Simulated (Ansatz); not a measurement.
Z-matrix (Å, degrees):
```
Si
O 1 1.6597
H 2 0.9602 1 118.22
H 1 1.4793 2 105.33 3 179.36
H 1 1.4880 4 108.56 2 -119.16
Si 1 2.3515 4 110.89 5 -119.33
H 6 1.4834 1 111.29 4 -55.88
H 6 1.4847 7 108.80 1 -121.69
H 6 1.4862 7 108.19 8 -117.43
```
Charge 0, spin multiplicity 1.

The numbers are results of frozen-core CCSD(T)/cc-pVQZ // B3LYP-D3(BJ)/def2-TZVP in Ansatz (a program for electronic structure), not measurements.

```yaml
HF energy: -656.33068 Ha
MP2 correlation energy: -0.53683 Ha
```

Problem. Estimate the CCSD correlation energy, the (T) correction, the total energy and the T1 diagnostic.

Solution. 
```yaml
CCSD correlation energy: -0.57596 Ha
"(T) correction": -0.02026 Ha
CCSD(T) total energy: -656.92691 Ha
T1 diagnostic: 0.012
```
